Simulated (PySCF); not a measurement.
C₂H₈N₂Si₂, SMILES CC1=N[Si@@H](N)[SiH2]1.

The structure is a stationary point at TPSSh-D3(BJ)/def2-SVP. The structure was generated by enumeration; whether it is a known compound was not checked. Other conformers were not sampled.

Two levels are set side by side: TDDFT-PBE/def2-SVPD (PySCF) and TDDFT-PBE0/def2-SVPD (PySCF). Vertical, same geometry. The lowest singlet is HOMO→LUMO 98 % with PBE and HOMO→LUMO 98 % with the other functional; states are paired by order. Differences are taken from unrounded values.

```csv
quantity,TDDFT-PBE0,TDDFT-PBE,TDDFT-PBE minus TDDFT-PBE0
lowest singlet excitation (eV),3.78,3.55,-0.22
lowest triplet excitation (TDA) (eV),3.07,2.94,-0.13
```

Functionals without exact exchange tend to place singlet excitations lower, as here. Differences between two approximate levels are no errors against the true value.

Rough cost on one machine, each run with all the roots and properties that it gave: TDDFT-PBE0 against TDDFT-PBE about 5 times.
